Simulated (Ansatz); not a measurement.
Harmonic frequencies (cm⁻¹) at PBE0-D4/def2-TZVP from Ansatz: 67, 158, 211, 381, 413, 440, 499, 627, 658, 704, 721, 792, 826, 869, 967, 990, 1008, 1023, 1054, 1075, 1116, 1184, 1200, 1290, 1344, 1381, 1493, 1535, 1652, 1671, 1899, 3194, 3207, 3215, 3225, 3233.

Each molecule was computed in one conformer, which needn't be the lowest.

Question: Which molecule is it?
A. `F[P+](F)(F)[AlH3-]`
B. `O=C(F)c1ccccc1`
C. `[BH3-][P+](F)(F)F`
D. `C[P+](C)(C)[Cu-][F]`

Answer: B.
